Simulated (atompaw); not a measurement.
**u(r) = r·R(r): atom against pseudo-atom (tin (Sn))**

Columns: radius, all-electron u(r) and pseudo u(r) of the 5s shell (level -11.46 eV) of tin in the configuration [Kr] 4d10 5s1 5p3; PBEsol, scalar-relativistic, PAW (atompaw) scheme, atompaw 4.2.0.5.

```
r (bohr)  all-electron  pseudo
   0.104       -0.1314  0.0867
   0.208        0.1932  0.1723
   0.312        0.1750  0.2556
   0.415       -0.0630  0.3348
   0.519       -0.2719  0.4105
   0.623       -0.3579  0.4809
   0.727       -0.3275  0.5454
   0.831       -0.2196  0.6033
   0.935       -0.0728  0.6542
   1.038        0.0826  0.6973
   1.142        0.2322  0.7334
   1.246        0.3647  0.7619
   1.350        0.4760  0.7831
   1.454        0.5651  0.7973
   1.558        0.6333  0.8048
   1.662        0.6824  0.8061
   1.765        0.7148  0.8018
   1.869        0.7336  0.7926
   1.973        0.7406  0.7790
   2.077        0.7381  0.7617
   2.181        0.7279  0.7413
   2.285        0.7115  0.7183
   2.388        0.6906  0.6936
   2.492        0.6660  0.6670
   2.596        0.6389  0.6390
   2.700        0.6100  0.6100
```

Question: How many radial nodes do the two functions have?

Answer: The all-electron 5s function has n − l − 1 = 4 (the table is too coarse to show those close to the nucleus); the pseudo-wave has 0, since the states of the same l below it are removed with the core.

Question: Is the pseudo-wave norm-conserving?

Answer: No, it belongs to a PAW set: the norm inside the radius is not constrained, and the difference is carried by the augmentation charge.
